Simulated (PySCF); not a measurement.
FHZn. Atoms are numbered in the order given.

```xyz
3

Zn     0.0000     0.0000    -0.3560
H      0.0000     0.0000    -1.8629
F      0.0000     0.0000     1.3936
```

Coordinates come from a PBE0-D3(BJ)/def2-TZVP optimisation.

These are B3LYP/pcSseg-2 in PySCF values and carry that method's errors.

GIAO shieldings, no solvent; atoms alike by connectivity are averaged. δ = σ(ref) − σ: ¹H against TMS (σ = 31.68 ppm); ¹⁹F against CFCl3 (σ = 159.6 ppm), references at their B3LYP-D3(BJ)/def2-TZVP geometries, non-relativistic.

| nucleus | atoms | count | δ (ppm) |
|---|---|---|---|
| ¹H | H2 | 1 | 3.87 |
| ¹⁹F | F3 | 1 | -209.4 |
